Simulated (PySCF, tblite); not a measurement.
System: HfO₂, singlet: map of symmetric stretch and bend. Scanned: Hf-O bond length and O-Hf-O angle.

Levels: GFN2-xTB, 300 K electronic temperature (tblite); RHF/def2-SVP, def2 effective core potentials past Kr (PySCF); M06-2X/def2-SVP, def2 effective core potentials past Kr (PySCF); PBE0/def2-SVP, def2 effective core potentials past Kr (PySCF).

Energies in eV at chosen points (x: Hf-O bond length (Å); y: O-Hf-O angle (°)), relative to x = 1.78, y = 110.91:

```
method    (1.78, 93.64)  (1.60, 102.27)  (1.69, 85)  (1.60, 85)  (1.87, 154.09)  (1.69, 162.73)  (1.60, 93.64)
--------  -------------  --------------  ----------  ----------  --------------  --------------  -------------
GFN2-xTB          0.194           1.441       0.879       2.113           0.452           0.684          1.663
RHF               0.508           1.996       1.445       2.910           1.304           3.044          2.256
M06-2X            0.285           1.905       1.140       2.613           1.774           3.644          2.074
PBE0              0.227           1.950       1.099       2.609           1.803           3.753          2.091
```
